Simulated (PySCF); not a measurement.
# Substituent effects on chemical shifts

Parent skeleton `[CH2:1]=[CH:2][O:3][C:4]([CH3:5])=[O:6]`; one hydrogen on atom 5 is replaced by X. Hydrogens on one atom are averaged.

[PySCF: GFN2-xTB geometry; σ from GIAO-PBE0/pcSseg-1; no solvent model; no relativistic terms; one averaged value for each set of equivalent atoms; single conformer]

References, each an isolated molecule treated in the same way: ¹³C (σ = 186.93 ppm) and ¹H (σ = 31.72 ppm) against TMS; ¹⁷O (σ = 336.08 ppm) against H2O.

Parent (X = H): C1 101.1, C2 149.3, O3 260.0, C4 172.4, C5 23.2, O6 448.2, H(C1) 4.95, H(C2) 7.88, H(C5) 2.14 ppm. Effects are Δδ = δ(X) − δ(H), positive for deshielding.

(1) Order these by the shift of O6, most shielded first.
A. X = CH2OCH3
B. X = CONH2
C. X = CF=CF2

(2) Order these by the shift of O3, most shielded first.
A. X = CONH2
B. X = CH2OCH3
C. X = CF=CF2

Results:

(1) B (-34.2 ppm), A (-17.0 ppm), C (-13.9 ppm).

(2) C (-2.5 ppm), B (+0.8 ppm), A (+8.5 ppm).

Unscaled 17O shifts of doubly bonded oxygen tend to come out too high, by tens of ppm or more. Experimental scales use liquid or dissolved standards, which lie at an offset from isolated H2O (liquid H2O: subtract about 36 ppm).
